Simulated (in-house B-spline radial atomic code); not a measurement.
Settings and results of a run for Sr²⁺. Level of theory: non-relativistic PBE, spin-polarised, spherical fractional occupations, point nucleus, inside a hard spherical wall at 3.29 bohr; calculated with an all-electron radial atomic-structure program (B-spline basis).

Command:
```bash
python run_scf.py task.json out
```
Settings:
```
Z                38
configuration    [Ar] 3d10 4s1 4p6 4d1
hamiltonian      nr
method           pbe,pbe
spin_polarised   True
wall_radius      3.29
```

Output (hartree, bohr):
```
 radial grid: 42 intervals, B-splines of order 8, outer radius 3.29 bohr

 iter        energy (Eh)    residual
    1       -3128.871699    4.71e-01
    2       -3129.820986    1.95e-01
    3       -3130.525239    2.12e-02
    4       -3130.534256    7.05e-03
    5       -3130.534739    1.15e-03
    6       -3130.534785    7.28e-04
    7       -3130.534794    5.59e-05
    8       -3130.534794    1.41e-06
    9       -3130.534794    4.81e-08

 total energy                     -3130.53479
 kinetic                            3131.3346
 electron-nucleus                  -7449.9839
 Hartree                            1291.1996
 exchange-correlation               -103.0851

 orbital      occ     eigenvalue          <r>       <r^2>       <1/r>     <1/r^2>       r_max
 1s up      1.000      -574.2327    0.0401842  0.00216173      37.492     2824.58     0.02656
 1s down    1.000      -574.2274    0.0401843  0.00216174     37.4918     2824.56     0.02656
 2s up      1.000       -77.0766     0.177007    0.036858     8.37537      285.96      0.1493
 2s down    1.000       -77.0683     0.177003   0.0368563     8.37549     285.965      0.1493
 2p up      3.000       -70.2649     0.152256   0.0282874     8.36095     95.1039      0.1178
 2p down    3.000       -70.2577     0.152252   0.0282856     8.36112     95.1074      0.1178
 3s up      1.000       -12.3060     0.503464    0.290755     2.82783     49.1423      0.4461
 3s down    1.000       -12.2965     0.503357    0.290565     2.82783     49.1328      0.4462
 3p up      3.000        -9.8133     0.503418    0.295666      2.7251     15.9884      0.4352
 3p down    3.000        -9.8031     0.503208    0.295318     2.72551     15.9901      0.4353
 3d up      5.000        -5.3022     0.497082    0.300973      2.5101     8.10593      0.3764
 3d down    5.000        -5.2897     0.496354    0.299802       2.512     8.11479      0.3765
 4s up      1.000        -1.9548      1.35282     2.05406    0.981949     7.40336       1.214
 4p up      3.000        -1.3186      1.47119       2.424    0.886658     2.26348       1.322
 4p down    3.000        -1.2475      1.47331     2.43288    0.886389     2.26598       1.322
 4d up      1.000        -0.3238      1.71323     3.24325    0.732233    0.994611        1.64
```

Cost of the run: 0.04 s on 1 thread of Intel(R) Xeon(R) 6975P-C (shared host).
